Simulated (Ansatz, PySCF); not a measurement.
Breaking a bond: NLi, lowest triplet found (which spin is the ground state isn't settled by this scan).

- ROCCSDT(Q) = Ansatz (an electronic-structure program) with CCSDT(Q)/B on ROHF/aug-cc-pVDZ, frozen core
- UKS-B3LYP/6-31G* = unrestricted B3LYP/6-31G*, spherical d run with PySCF 2.14.0
- ROHF/aug-cc-pVDZ (Ansatz)
- UKS-BP86/6-31G* = PySCF with unrestricted BP86/6-31G*, spherical d

Energies are in eV, each relative to the lowest point of its own curve between 1.67 and 2.36 Å, where full CI is lowest.

```json
[
 {"R / Å": "1.67", "ROCCSDT(Q)": "0.322", "UKS-B3LYP/6-31G*": "0.255", "ROHF": "0.219", "UKS-BP86/6-31G*": "0.293"},
 {"R / Å": "1.74", "ROCCSDT(Q)": "0.153", "UKS-B3LYP/6-31G*": "0.104", "ROHF": "0.080", "UKS-BP86/6-31G*": "[?]"},
 {"R / Å": "1.82", "ROCCSDT(Q)": "[?]", "UKS-B3LYP/6-31G*": "0.019", "ROHF": "[?]", "UKS-BP86/6-31G*": "0.032"},
 {"R / Å": "1.89", "ROCCSDT(Q)": "0.003", "UKS-B3LYP/6-31G*": "0.000", "ROHF": "0.000", "UKS-BP86/6-31G*": "0.000"},
 {"R / Å": "1.96", "ROCCSDT(Q)": "0.000", "UKS-B3LYP/6-31G*": "0.018", "ROHF": "0.033", "UKS-BP86/6-31G*": "0.005"},
 {"R / Å": "2.02", "ROCCSDT(Q)": "0.020", "UKS-B3LYP/6-31G*": "0.055", "ROHF": "0.085", "UKS-BP86/6-31G*": "0.032"},
 {"R / Å": "2.09", "ROCCSDT(Q)": "0.063", "UKS-B3LYP/6-31G*": "0.115", "ROHF": "[?]", "UKS-BP86/6-31G*": "0.080"},
 {"R / Å": "2.15", "ROCCSDT(Q)": "0.112", "UKS-B3LYP/6-31G*": "0.177", "ROHF": "0.249", "UKS-BP86/6-31G*": "0.133"},
 {"R / Å": "2.26", "ROCCSDT(Q)": "0.221", "UKS-B3LYP/6-31G*": "[?]", "ROHF": "0.423", "UKS-BP86/6-31G*": "0.247"},
 {"R / Å": "2.36", "ROCCSDT(Q)": "0.331", "UKS-B3LYP/6-31G*": "0.428", "ROHF": "[?]", "UKS-BP86/6-31G*": "0.361"},
 {"R / Å": "2.53", "ROCCSDT(Q)": "0.521", "UKS-B3LYP/6-31G*": "0.633", "ROHF": "0.904", "UKS-BP86/6-31G*": "0.558"},
 {"R / Å": "2.67", "ROCCSDT(Q)": "0.667", "UKS-B3LYP/6-31G*": "0.786", "ROHF": "1.159", "UKS-BP86/6-31G*": "0.713"},
 {"R / Å": "2.92", "ROCCSDT(Q)": "0.880", "UKS-B3LYP/6-31G*": "1.018", "ROHF": "1.596", "UKS-BP86/6-31G*": "0.959"},
 {"R / Å": "3.17", "ROCCSDT(Q)": "1.028", "UKS-B3LYP/6-31G*": "1.196", "ROHF": "1.999", "UKS-BP86/6-31G*": "1.158"},
 {"R / Å": "3.50", "ROCCSDT(Q)": "1.141", "UKS-B3LYP/6-31G*": "1.364", "ROHF": "2.470", "UKS-BP86/6-31G*": "1.356"},
 {"R / Å": "3.91", "ROCCSDT(Q)": "1.208", "UKS-B3LYP/6-31G*": "1.500", "ROHF": "2.963", "UKS-BP86/6-31G*": "1.523"},
 {"R / Å": "4.37", "ROCCSDT(Q)": "—", "UKS-B3LYP/6-31G*": "1.591", "ROHF": "—", "UKS-BP86/6-31G*": "1.639"},
 {"R / Å": "4.96", "ROCCSDT(Q)": "—", "UKS-B3LYP/6-31G*": "1.652", "ROHF": "—", "UKS-BP86/6-31G*": "1.723"},
 {"R / Å": "5.81", "ROCCSDT(Q)": "—", "UKS-B3LYP/6-31G*": "1.688", "ROHF": "—", "UKS-BP86/6-31G*": "1.781"},
 {"R / Å": "6.74", "ROCCSDT(Q)": "—", "UKS-B3LYP/6-31G*": "1.699", "ROHF": "—", "UKS-BP86/6-31G*": "1.809"}
]
```

**Question.** Some entries are withheld; supply them.

**Answer.** 
- 1.74, UKS-BP86/6-31G*: 0.131
- 1.82, ROCCSDT(Q): 0.043
- 1.82, ROHF: 0.007
- 2.09, ROHF: 0.166
- 2.26, UKS-B3LYP/6-31G*: 0.306
- 2.36, ROHF: 0.596

A dash means that the run gave no value there, or that the column was ended at a point which the program doubted or which failed a test of continuity chosen for this set; such a test can also cut sound points.

The scan ran from 1.44 to 6.74 Å; beyond the distances shown full CI changes its symmetry label. The T1 diagnostic of CCSD on the restricted reference of ROCCSDT(Q) exceeds 0.045 at 2.09 to 4.96 Å. The unrestricted determinant behind UKS-B3LYP/6-31G* is spin-contaminated at 2.26 to 6.74 Å (<S²> up to 3.0, against 2.00 for a pure triplet). The unrestricted determinant behind UKS-BP86/6-31G* is spin-contaminated at 2.26 to 6.74 Å (<S²> up to 2.9, against 2.00 for a pure triplet).
